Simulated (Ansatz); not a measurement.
CH₆SeSi, SMILES `C[Se][SiH3]`. Total charge 0; spin multiplicity 1. All single points use the PBE0-D4/def2-TZVP geometry.

```xyz
9

C     0.194   -1.507    0.512
Se    0.506    0.249    1.320
Si   -0.174    1.478   -0.458
H    -0.860   -1.629    0.270
H     0.484   -2.244    1.258
H     0.809   -1.628   -0.378
H    -0.025    2.902   -0.067
H    -1.592    1.189   -0.799
H     0.658    1.190   -1.657
```

Task: What is the dipole moment at r2SCAN/def2-TZVPP? (Estimate.)

Result: Computed: 1.41 D, with components (-0.32, -1.08, -0.84) D in this frame, pointing from negative to positive charge.

Task: And with PBE, B3LYP, ωB97M-V? (Best estimate.)

Result: The calculation gave: PBE 1.31 D, B3LYP 1.32 D, ωB97M-V 1.33 D.

Task: Give the Mulliken charges with r2SCAN, B3LYP, PBE in def2-TZVPP. (Best estimate.)

Result: Ansatz gave: 
| atom | r2SCAN | B3LYP | PBE |
| --- | --- | --- | --- |
| C1 | -0.24 | -0.37 | -0.36 |
| Se2 | -0.13 | -0.10 | -0.09 |
| Si3 | 0.25 | 0.23 | 0.17 |
| H4 | 0.10 | 0.14 | 0.14 |
| H5 | 0.10 | 0.13 | 0.13 |
| H6 | 0.10 | 0.14 | 0.14 |
| H7 | -0.06 | -0.05 | -0.04 |
| H8 | -0.06 | -0.06 | -0.04 |
| H9 | -0.06 | -0.06 | -0.04 |

B3LYP here is the variant with VWN-RPA as its local correlation; programs differ in this.
